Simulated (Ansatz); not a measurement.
`OC(F)([SiH3])[SiH3]` + HCl → `FC([SiH3])([SiH3])Cl` + H₂O at 500 K and 1 bar (substitution at a C–O bond).

Program: Ansatz. Geometries: PBE0-D4/def2-TZVP. ΔE: electronic, gas phase. CCSD(T)/CBS is the MP2 limit (def2-TZVPP, def2-QZVPP) plus CCSD(T) − MP2 in def2-TZVPP, frozen cores. This one scheme is used for every species. Each species was taken in one conformer, which may not be the lowest.

| species | CCSD(T)/CBS energy (Eh) | H − E (kJ/mol) | S (J/(mol·K)) |
| --- | --- | --- | --- |
| `OC(F)([SiH3])[SiH3]` | -795.35056 | 247.2 | 444.0 |
| HCl | -460.38127 | 32.5 | 201.9 |
| `FC([SiH3])([SiH3])Cl` | -1179.35781 | 210.3 | 446.1 |
| H₂O | -76.37941 | 73.2 | 206.3 |

H − E and S are ideal-gas, rigid-rotor, harmonic terms from PBE0-D4/def2-TZVP, for one conformer and one mirror image of each species. 1 Eh = 2625.50 kJ/mol, R = 8.31446 J/(mol·K).

Question: By hand: ΔE, ΔH, ΔS and ΔG.

Answer: ΔE = (-1179.35781) + (-76.37941) − (-795.35056) − (-460.38127) = -0.00539 Eh = -14.2 kJ/mol. Δ(H − E) = 210.3 + 73.2 − 247.2 − 32.5 = 3.8, so ΔH = -10.4 kJ/mol. ΔS = 446.1 + 206.3 − 444.0 − 201.9 = 6.5 J/(mol·K). ΔG = -10.4 − 500 × (6.5)/1000 = -13.7 kJ/mol.

Question: By hand: the equilibrium constant, and the temperature at which ΔG would vanish if ΔH and ΔS stayed fixed.

Answer: log₁₀ K = −ΔG/(RT ln 10) = 1.4. ΔH and −TΔS have one sign here, so there is no such temperature.

The number of gas molecules stays the same, so ΔS is small and ΔH decides. A doubt of 5 kJ/mol in ΔE shifts log₁₀ K by 0.5 here. Other conformers and mirror images would add mixing entropy, several J/(mol·K) or more a flexible species. These are equilibria of isolated gas molecules and say nothing of rates. Largest T1 diagnostic: 0.013 (customary marks: 0.02 for closed shells, 0.045 for open ones).

ΔS is within the doubt of such terms, so its sign, and with it that verdict, could turn.
